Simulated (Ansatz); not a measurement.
C₂H₉B₂N, SMILES `BN(B)CC`. The species carries charge 0 and has multiplicity 1.

```xyz
14

B    -0.0214   -0.9830   -1.5417
N     0.5063   -0.2426   -0.4531
B     1.7049   -0.6431    0.1909
C    -0.2156    0.9393    0.0336
C    -1.2280    0.5794    1.1012
H    -1.0342   -0.6106   -2.0636
H     0.5550   -1.9576   -1.9167
H     2.1225    0.0108    1.1045
H     2.2734   -1.6191   -0.1925
H     0.5109    1.6523    0.4296
H    -0.7157    1.4149   -0.8131
H    -0.7359    0.1134    1.9587
H    -1.7546    1.4701    1.4512
H    -1.9676   -0.1242    0.7109
```

(1) What are the harmonic wavenumbers in cm⁻¹ at PBE0-D4/def2-TZVP (Ansatz, finite differences of forces, unscaled)? (Estimate.)

(2) Is this a minimum?

(3) Give the ideal-gas thermochemistry at 298.15 K and 1 bar (rigid rotor, harmonic oscillator; point group Cs, symmetry number 1).

(4) And at 400, 500, 600, 800 and 1000 K?

Answers

(1) Computed: 54, 208, 255, 306, 403, 422, 482, 525, 800, 814, 916, 957, 1018, 1023, 1032, 1115, 1127, 1215, 1225, 1300, 1339, 1384, 1406, 1434, 1483, 1484, 1503, 2570, 2585, 2671, 2683, 3047, 3069, 3106, 3130, 3132.

(2) Yes, all 36 modes are real.

(3) Zero-point energy 306.4 kJ/mol; H(298) − E = 326.2 kJ/mol; entropy 328.0 J/(mol·K), of which translation 161.6, rotation 107.1, vibration 59.3; G(298) − E = 228.4 kJ/mol. Modes under 100 cm⁻¹ are hindered rotations or soft bends, so the harmonic entropy is rough.

(4) 
```
T (K)  H − E (kJ/mol)  S (J/mol/K)  G − E (kJ/mol)
  400           338.6        363.5           193.2
  500           353.6        396.8           155.2
  600           370.9        428.3           113.9
  800           411.3        486.2            22.4
 1000           457.6        537.7           -80.1
```
